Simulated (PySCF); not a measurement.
A structure optimised at PBE-D3(BJ)/def2-SVP, used in a PySCF frequency run:

```xyz
10

C     -0.1344     2.2338     0.0000
C     -0.0186     0.9223     0.0000
C      0.0606    -0.3983     0.0000
C     -1.0789    -1.3654     0.0000
F      1.2774    -1.0116     0.0000
H     -0.1824     2.8145    -0.9400
H     -0.1824     2.8145     0.9400
H     -2.0495    -0.8367     0.0000
H     -1.0270    -2.0215     0.8945
H     -1.0270    -2.0215    -0.8945
```

### Question
Write its SMILES, formula and point group.

### Answer
C=C=C(C)F, C4H5F, Cs

### Question
What are its rotational constants (standard atomic weights)?

### Answer
9.3212, 3.5450, 2.6600 GHz
